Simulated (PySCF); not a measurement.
A side-by-side comparison of computed properties.

First species: CH12OSSi4.
SMILES: `C[Si@H]([SiH2]O[SiH3])S[SiH3]`

Second species: C7H15OP.
Bonds: C1–C2 (double), C2–P3, P3–C4, C4–O5, O5–C6, P3–C7, C7–C8, C7–C9. Hydrogens: H10, H11 on C1; H12 on C2; H13, H14 on C4; H15, H16, H17 on C6; H18 on C7; H19, H20, H21 on C8; H22, H23, H24 on C9.

Levels: PBE0/pcSseg-1 for dipole moment, HOMO energy, LUMO energy and HOMO–LUMO gap; GFN2-xTB for rotational constant A and rotational constant C. Geometries: GFN2-xTB. Each species is one conformer at its optimised geometry, gas phase, non-relativistic unless stated; the electronic structure was computed with PySCF and density fitting.

Dipoles, sizes and rotational constants follow the conformer. The torsions of the flexible species, by atom-mapped SMILES:
- `[CH3:1][Si@H:2]([SiH2:3][O:4][SiH3:5])[S:6][SiH3:7]`: C1–Si2–Si3–O4 67°, Si2–Si3–O4–Si5 85°, C1–Si2–S6–Si7 57°
- `[CH2:1]=[CH:2][P:3]([CH2:4][O:5][CH3:6])[CH:7]([CH3:8])[CH3:9]`: C1–C2–P3–C4 -142°, C2–P3–C4–O5 -55°, P3–C4–O5–C6 180°, C2–P3–C7–C8 166°

```
             property   column X   column Y
        dipole moment     1.93 D     1.63 D
          HOMO energy   -7.01 eV   -6.70 eV
          LUMO energy   -0.87 eV   -0.06 eV
        HOMO–LUMO gap    6.14 eV    6.64 eV
rotational constant A  2.179 GHz  1.496 GHz
rotational constant C  0.394 GHz  0.750 GHz
```

Question: Which column belongs to which species?

Answer: Column X is the first species and column Y the second. The first has 19 atoms and 98 electrons, the second 24 and 80.

Question: How does each property change from the first species to the second?

Answer: dipole moment -0.30 D; HOMO energy +0.31 eV; LUMO energy +0.81 eV; HOMO–LUMO gap +0.50 eV; rotational constant A -0.683 GHz; rotational constant C +0.356 GHz.

On the first: A dipole of 1.93 D is allowed in C1, and pure rotational transitions are dipole-allowed. The dipole equals about 6.4 × 10⁻³⁰ C·m (1 D = 3.33564 × 10⁻³⁰ C·m).

On the second: The dipole matches unit charges of opposite sign 0.34 Å apart (1 e·Å = 4.8032 D). A dipole of 1.63 D is allowed in C1, and pure rotational transitions are dipole-allowed.
